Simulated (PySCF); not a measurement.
Mo (SMILES [Mo]), septet (core potentials on Mo); PBE/def2-SV(P) in PySCF.

Input for PySCF:
```python
from pyscf import gto, scf, dft

mol = gto.Mole()
mol.atom = '''
    Mo    0.00000000    0.00000000    0.00000000
'''
mol.basis = 'def2-sv(p)'
mol.ecp = {'Mo': 'def2-sv(p)'}
mol.spin = 6
mol.verbose = 4
mol.build()

mf = dft.UKS(mol)
mf.xc = 'pbe'
mf.init_guess = 'mod_huckel'
mf.kernel()
```

What the program printed (banner, timings and long lists left out):

```
PySCF version 2.14.0

[INPUT] verbose = 4
[INPUT] num. atoms = 1
[INPUT] num. electrons = 14
[INPUT] charge = 0
[INPUT] spin (= nelec alpha-beta = 2S) = 6
[INPUT] symmetry False subgroup None
[INPUT] Mole.unit = angstrom
[INPUT] Symbol           X                Y                Z      unit          X                Y                Z       unit  Magmom
[INPUT]  1 Mo     0.000000000000   0.000000000000   0.000000000000 AA    0.000000000000   0.000000000000   0.000000000000 Bohr   0.0

nuclear repulsion = 0
number of shells = 10
number of NR pGTOs = 50
number of NR cGTOs = 24
basis = def2-sv(p)
ecp = {'Mo': 'def2-sv(p)'}

******** <class 'pyscf.dft.uks.UKS'> ********
method = UKS
initial guess = mod_huckel
damping factor = 0
level_shift factor = 0
DIIS = <class 'pyscf.scf.diis.CDIIS'>
diis_start_cycle = 1
diis_space = 8
diis_damp = 0
SCF conv_tol = 1e-09
SCF conv_tol_grad = None
SCF max_cycles = 50
direct_scf = True
direct_scf_tol = 1e-13
number electrons alpha = 10  beta = 4
XC library pyscf.dft.libxc version 7.1.2
    S. Lehtola, C. Steigemann, M. J. T. Oliveira, and M. A. L. Marques,  SoftwareX 7, 1–5 (2018)
XC functionals = pbe
    J. P. Perdew, K. Burke, and M. Ernzerhof,  Phys. Rev. Lett. 77, 3865 (1996)
    J. P. Perdew, K. Burke, and M. Ernzerhof,  Phys. Rev. Lett. 78, 1396 (1997)
    J. P. Perdew, K. Burke, and M. Ernzerhof,  Phys. Rev. Lett. 77, 3865 (1996)
    J. P. Perdew, K. Burke, and M. Ernzerhof,  Phys. Rev. Lett. 78, 1396 (1997)
radial grids:
    Treutler-Ahlrichs [JCP 102, 346 (1995); DOI:10.1063/1.469408] (M4) radial grids

becke partition: Becke, JCP 88, 2547 (1988); DOI:10.1063/1.454033
pruning grids: <function nwchem_prune>
grids dens level: 3
symmetrized grids: False
atomic radii adjust function: <function treutler_atomic_radii_adjust>
small_rho_cutoff = 0
Set gradient conv threshold to 3.16228e-05
Initial guess from on-the-fly Huckel, doi:10.1021/acs.jctc.8b01089,
employing the updated GWH rule from doi:10.1021/ja00480a005.
Spherically averaged atomic HF for {'Mo'}

******** <class 'pyscf.scf.atom_hf.AtomSphAverageRHF'> ********
method = AtomSphAverageRHF
initial guess = minao
damping factor = 0
level_shift factor = 0
DIIS = <class 'pyscf.scf.diis.CDIIS'>
diis_start_cycle = 1
diis_space = 8
diis_damp = 0
SCF conv_tol = 1e-09
SCF conv_tol_grad = None
SCF max_cycles = 50
direct_scf = True
direct_scf_tol = 1e-13
atom = Mo
Set gradient conv threshold to 3.16228e-05
Initial guess from minao.
init E= -59.4069213388754
cycle= 1 E= -66.6953629471944  delta_E= -7.29  |g|=    0  |ddm|=  1.8
cycle= 2 E= -66.7078677629768  delta_E= -0.0125  |g|=    0  |ddm|= 0.982
cycle= 3 E= -66.7828495184004  delta_E= -0.075  |g|=    0  |ddm|= 0.547
cycle= 4 E= -66.7845566492005  delta_E= -0.00171  |g|=    0  |ddm|= 0.0787
cycle= 5 E= -66.7845736717692  delta_E= -1.7e-05  |g|=    0  |ddm|= 0.00841
cycle= 6 E= -66.7845736789917  delta_E= -7.22e-09  |g|=    0  |ddm|= 0.000322
cycle= 7 E= -66.7845736796835  delta_E= -6.92e-10  |g|=    0  |ddm|= 6.32e-05
Extra cycle  E= -66.7845736796847  delta_E= -1.18e-12  |g|=    0  |ddm|= 7.72e-06
Atomic HF for atom  Mo  converged. SCF energy = -66.7845736796847

Traceback (most recent call last):
  File "input.py", line 16, in <module>
  File "<string>", line 2, in kernel
  File "site-packages/pyscf/scf/hf.py", line 2099, in scf
  File "site-packages/pyscf/scf/hf.py", line 127, in kernel
  File "site-packages/pyscf/scf/uhf.py", line 931, in get_init_guess
  File "site-packages/pyscf/scf/hf.py", line 2028, in get_init_guess
  File "site-packages/pyscf/scf/uhf.py", line 985, in init_guess_by_mod_huckel
  File "site-packages/pyscf/scf/uhf.py", line 381, in get_occ
RuntimeError: Failed to assign mo_occ. nelec (10, 4) > Nmo (9)
```

The program stopped with an error.
